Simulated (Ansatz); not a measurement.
`CCBr`, relaxed with RKS PBE-D4/def2-SVP in the Gaussian-basis code of Ansatz from a rough embedded geometry. The force threshold is 0.03 eV/Å; the program also tests the step.

The species carries charge 0 and has multiplicity 1.

Start:

```xyz
8

C    -0.099   -0.566   -0.473
C     0.272    0.585    0.324
Br   -0.970    0.755    1.772
H     0.550   -0.707   -1.307
H    -1.103   -0.520   -0.942
H    -0.066   -1.556    0.084
H     0.193    1.516   -0.239
H     1.223    0.492    0.780
```

Problem. By how much does the energy fall, and how many steps does the optimiser take? (Estimate.)

Solution. The calculation gave: 5.77 kcal/mol, in 4 steps.

Problem. Which bonds change most? (Estimate.)

Solution. The calculation gave: C1–C2 from 1.449 to 1.516 Å; C2–Br3 from 1.915 to 1.971 Å; C2–H8 from 1.059 to 1.106 Å; C1–H4 from 1.066 to 1.111 Å.

Problem. Give the relaxed structure. (An estimate is asked.)

Solution. Ansatz gave: 
```xyz
8

C    -0.111   -0.623   -0.514
C     0.246    0.582    0.333
Br   -0.993    0.813    1.849
H     0.612   -0.712   -1.353
H    -1.127   -0.529   -0.944
H    -0.071   -1.559    0.076
H     0.193    1.530   -0.234
H     1.251    0.498    0.788
```
